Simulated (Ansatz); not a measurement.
`C=CB[SeH]`, 9 atoms. The species carries charge 0 and has multiplicity 1. Correlated methods include outer-core shells of Se, which these sets cover unevenly. Scalar relativity is left out up to krypton. All runs use 2 threads of an Intel Xeon Platinum 8488C on a shared host. Correlated methods freeze the cores.

(1) Give the basis size and wall time and peak host memory of each of these runs in Ansatz. direct RPA on PBE orbitals/def2-TZVPP energy; RKS PBE0-D4/def2-TZVP relaxation (6 steps); RKS PBE0-D4/def2-SVP energy; RKS CAM-B3LYP-D4/def2-TZVPP energy; RKS PBE0-D4/def2-TZVPP energy; RHF-CCSD(T)/def2-TZVPP energy; RKS PBE0-D4/def2-TZVP frequencies; RKS ωB97M-V/def2-QZVPP energy; RKS PBE0-D4/def2-QZVPP energy; RKS LC-ωPBE/def2-TZVPP energy; RHF-MP2/def2-QZVPP energy; RKS ωB97M-V/def2-SVP energy. (Best estimate.)

Answers

(1) Computed: Other jobs shared the machine, so times are rough.

| level | job | functions | wall time | peak host memory (GiB) |
| --- | --- | --- | --- | --- |
| RKS PBE0-D4/def2-SVP | energy | 99 | 1.2 s | 0.21 |
| RKS LC-ωPBE/def2-TZVPP | energy | 211 | 2.5 s | 0.35 |
| RKS PBE0-D4/def2-TZVPP | energy | 211 | 2.7 s | 0.47 |
| RKS CAM-B3LYP-D4/def2-TZVPP | energy | 211 | 3.2 s | 0.53 |
| RKS ωB97M-V/def2-SVP | energy | 99 | 4 s | 0.29 |
| direct RPA on PBE orbitals/def2-TZVPP | energy | 211 | 6 s | 0.5 |
| RKS PBE0-D4/def2-QZVPP | energy | 410 | 8 s | 1.1 |
| RKS ωB97M-V/def2-QZVPP | energy | 410 | 17 s | 1.4 |
| RKS PBE0-D4/def2-TZVP | relaxation (6 steps) | 171 | 21 s | 0.41 |
| RHF-MP2/def2-QZVPP | energy | 410 | 23 s | 2.1 |
| RHF-CCSD(T)/def2-TZVPP | energy | 211 | 79 s | 3 |
| RKS PBE0-D4/def2-TZVP | frequencies | 171 | 2 min | 0.42 |

LC-ωPBE has ω = 0.4 bohr⁻¹.
